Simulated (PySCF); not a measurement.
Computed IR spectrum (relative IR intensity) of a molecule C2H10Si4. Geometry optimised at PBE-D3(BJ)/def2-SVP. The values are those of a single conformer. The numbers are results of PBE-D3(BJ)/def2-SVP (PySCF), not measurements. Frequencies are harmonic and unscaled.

Lines under 2 % of the strongest are left out, and lines within 2 cm⁻¹ are merged.

| ν (cm⁻¹) | relative intensity |
|---|---|
| 319 | 4.1 |
| 413 | 5.7 |
| 418 | 2.8 |
| 489 | 6.9 |
| 517 | 3.1 |
| 564 | 5.7 |
| 600 | 53 |
| 640 | 9.1 |
| 653 | 66 |
| 666 | 12 |
| 694 | 10 |
| 720 | 19 |
| 737 | 20 |
| 772 | 62 |
| 831 | 100 |
| 875 | 14 |
| 902 | 9.5 |
| 905 | 30 |
| 912 | 45 |
| 1222 | 4.8 |
| 2128 | 26 |
| 2131 | 34 |
| 2141 | 33 |
| 2145 | 19 |
| 2148 | 32 |
| 2151 | 51 |
| 2163 | 98 |
| 3051 | 2.7 |
| 3073 | 14 |

Task: Identify the compound among the candidates.
A. C#C[Si]([SiH3])([SiH3])[SiH3]
B. [SiH3]C#C[SiH2][SiH2][SiH3]
C. [SiH3][SiH2][Si@@H]1C=C[SiH2]1
D. [SiH3]C1=C[SiH2][Si@@H]1[SiH3]

Result: C, [SiH3][SiH2][Si@@H]1C=C[SiH2]1
